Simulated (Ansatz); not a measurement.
Gas-phase electronic energies from Ansatz, PBE0-D4/def2-TZVP geometries. CCSD(T)/CBS adds triple-zeta CCSD(T) − MP2 to the extrapolated MP2 energy (def2 sets, frozen cores). This one scheme is used for every species. Functionals use def2-TZVPP. Each species was taken in one conformer, which may not be the lowest.

Consider the redistribution: `C[SiH](S)CF` + `CB(O)O` → `FC[SiH2]S` + `COB(C)O`.

Question: Is it downhill or uphill in electronic energy at CCSD(T)/CBS, and by how much? (An estimate is asked.)

Answer: Computed: Uphill: ΔE = +94.2 kJ/mol.

Question: What do these levels give: PBE0-D4, ωB97X-V, BHLYP, RPA@PBE/def2-TZVPP, CCSD/def2-SVP, SCS-MP2/def2-QZVPP? (Best estimate.)

Answer: Computed: PBE0-D4 92.7, ωB97X-V 86.5, BHLYP 84.7, RPA@PBE/def2-TZVPP 81.3, CCSD/def2-SVP 73.4, SCS-MP2/def2-QZVPP 92.4 kJ/mol.

Question: What do rigid-rotor, harmonic-oscillator terms from PBE0-D4/def2-TZVP frequencies (298.15 K, 1 bar) make of the CCSD(T)/CBS value? (Estimate.)

Answer: Ansatz gave: ΔZPE = -1.0 kJ/mol, ΔH = +92.4 kJ/mol, ΔS = -3 J/(mol·K), ΔG = +93.3 kJ/mol. Modes under 50 cm⁻¹ make the entropy rough.

Largest T1 diagnostic among the species: 0.012.

In def2-TZVPP, CCSD(T) changes the Hartree–Fock value by +12.0 kJ/mol (the triples alone add +1.0 kJ/mol) and MP2 by +19.7 kJ/mol. At CCSD(T), def2-SVP lies −21.0 kJ/mol from the extrapolated value and def2-TZVPP −3.7 kJ/mol.
